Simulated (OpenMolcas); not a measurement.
Bi I: thermal populations, worked from levels

```yaml
Program: OpenMolcas 26.06
Basis: ANO-RCC-VQZP [9s8p6d4f3g]
Scalar_Hamiltonian: DKH2, point nucleus
Active_space: 3 electrons in 3 orbitals (6p)
State_averaging: 2S+1 = 4 odd, 1 root; 2S+1 = 2 odd, 8 roots
Spin-orbit_coupling: state interaction with AMFI integrals over the reference wave functions, term energies averaged over their components
```

Methods: CASSCF; SS-CASPT2, IPEA 0.25 Eh, imaginary shift 0.1 Eh (closed shells correlated: 5d 6s). Measured levels: NIST Handbook of Basic Atomic Spectroscopic Data.

**Thermal populations.** Z = Σ (2J + 1) exp(-E/kT) with k = 0.695035 cm-1/K, over the levels below. No other level of either list lies under 30100 cm-1, which is above 7 kT at each temperature.

| Level | 2J + 1 | SS-CASPT2 | measured |
| --- | --- | --- | --- |
| 6s2 6p3 4S* 3/2 [67 %] | 4 | 0.0 | 0.0 |
| 6s2 6p3 2D* 3/2 [65 %] | 4 | 10590 | 11419 |
| 6s2 6p3 2D* 5/2 | 6 | 14410 | 15438 |
| 6s2 6p3 2P* 1/2 | 2 | 21300 | 21661 |

| T (K) | Z, SS-CASPT2 | Z, measured levels | Ground level (%), SS-CASPT2 | Ground level (%), measured levels |
| --- | --- | --- | --- | --- |
| 5000 | 4.289 | 4.224 | 93.3 | 94.7 |

At 5000 K, kT = 3475 cm-1, and the computed levels give Z = 4.000 + 0.190 + 0.095 + 0.004 = 4.289.

CASPT2 does not keep the components of a term degenerate, so their means are used; among the terms shown or strongly mixed into the levels shown the widest spread is 110 cm-1 (6s2 6p3 2D*, SS-CASPT2). Spin-orbit splittings of 6p shells tend to come out small when the coupling is added on scalar orbitals. With the s shell closed, the reference lacks s² → p² mixing. Measured partners are found by configuration, term and J. A level has none where our copy of the source lacks it or the pairing is in doubt (some pairs that miss far off the trend of their configuration count as doubtful), and it then counts in no deviation. Levels of configurations outside the active space are missing.

A share in square brackets marks a mixed level and gives the weight of the term that names it, the lowest over the columns. * marks odd parity.
